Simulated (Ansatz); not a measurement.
C2H5NSSn at its PBE0-D4/def2-TZVP geometry, where that method's forces vanish. The species carries charge 0 and has multiplicity 1. Sn takes the def2 core potential. The bonds changed during the relaxation, so this is another structure than the one it started from.

```xyz
10

S    -2.5083    0.0808    0.2249
C    -1.5489   -0.5813    1.3562
Sn    0.6478   -0.3272    1.5927
C     1.2849    0.8610   -1.4050
N     0.4864    0.4507   -0.5220
H    -2.0632   -1.1385    2.1470
H     0.9353   -1.9456    0.9355
H     0.9354    1.2470   -2.3637
H     2.3586    0.8355   -1.2263
H    -0.5280    0.5174   -0.7393
```

(1) What forces (eV/Å) does r2SCAN-D4/def2-TZVPP give on these atoms in Ansatz? (Estimate.)

Answers

(1) The calculation gave: 
```
S1  -0.167  0.140 -0.199
C2   0.150 -0.138  0.166
Sn3 -0.012  0.035 -0.065
C4   0.256  0.123 -0.248
N5  -0.094 -0.167  0.319
H6   0.010 -0.007  0.025
H7   0.002  0.002  0.005
H8  -0.005 -0.005 -0.007
H9  -0.007  0.007 -0.002
H10 -0.133  0.010  0.005
```
